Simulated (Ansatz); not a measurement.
One change: `NC#[C][GeH3]` becomes `NC#CCO`.

Ansatz, PBE0-D4/def2-TZVP geometries, multiplicity 1. Each molecule was computed in one conformer, which needn't be the lowest.

Scalar relativity is left out up to krypton.

```json
{"property": "ideal-gas entropy at 298 K and 1 bar (rigid rotor, harmonic PBE0-D4/def2-TZVP) / J/(mol·K)", "`NC#[C][GeH3]`": "344"}
{"property": "HOMO–LUMO gap (PBE/def2-TZVPP) / eV", "`NC#[C][GeH3]`": "4.88"}
{"property": "LUMO energy (ωB97M-V/def2-TZVPP) / eV", "`NC#[C][GeH3]`": "2.11"}
{"property": "HOMO energy (ωB97M-V/def2-TZVPP) / eV", "`NC#[C][GeH3]`": "-8.68"}
{"property": "LUMO energy (PBE0/def2-TZVPP) / eV", "`NC#[C][GeH3]`": "0.52"}
{"property": "HOMO energy (B3LYP/def2-TZVPP) / eV", "`NC#[C][GeH3]`": "-6.27"}
```

Q: What does the change do to each property? (An estimate is asked.)

A: Computed: 
```
                                                                                  property  `NC#CCO`  shift
ideal-gas entropy at 298 K and 1 bar (rigid rotor, harmonic PBE0-D4/def2-TZVP) / J/(mol·K)       322    -22
                                                       HOMO–LUMO gap (PBE/def2-TZVPP) / eV      5.16   0.28
                                                     LUMO energy (ωB97M-V/def2-TZVPP) / eV      2.12   0.01
                                                     HOMO energy (ωB97M-V/def2-TZVPP) / eV     -8.72  -0.04
                                                        LUMO energy (PBE0/def2-TZVPP) / eV      0.73   0.21
                                                       HOMO energy (B3LYP/def2-TZVPP) / eV     -6.30  -0.03
```

The zero-point energy changes by 51.6 kJ/mol with +3 modes. Modes under 60 cm⁻¹, often nearly free rotors, make the harmonic entropy too high.

B3LYP here is the variant with VWN-RPA as its local correlation; programs differ in this.
